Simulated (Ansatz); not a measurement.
BH₇OSi₂, SMILES `B[SiH2][SiH2]O` at its PBE0-D4/def2-TZVP geometry, where that method's forces vanish. Charge 0, multiplicity 1.

```xyz
11

B    -1.3221   -1.0426   -1.4779
Si   -0.9620   -0.2610    0.3165
Si    1.1980    0.6897    0.1777
O     1.6601    1.3654    1.6137
H    -0.9552   -2.1470   -1.7514
H    -1.8303   -0.3924   -2.3427
H    -1.9040    0.8188    0.7249
H    -0.8982   -1.2736    1.4120
H     1.2293    1.7968   -0.8091
H     2.1593   -0.3648   -0.2578
H     1.6250    0.8107    2.3940
```

(1) What forces (eV/Å) does ωB97M-V/def2-TZVPP give on these atoms in Ansatz 0.2.0? (Best estimate.)

Results:

(1) The calculation gave: 
```
B1  -0.020 -0.052 -0.125
Si2  0.036  0.063  0.139
Si3 -0.029 -0.066 -0.247
O4   0.019 -0.007  0.115
H5  -0.055  0.157  0.035
H6   0.072 -0.097  0.119
H7   0.087 -0.125 -0.050
H8  -0.020  0.099 -0.119
H9   0.003 -0.125  0.106
H10 -0.100  0.116  0.041
H11  0.008  0.036 -0.014
```
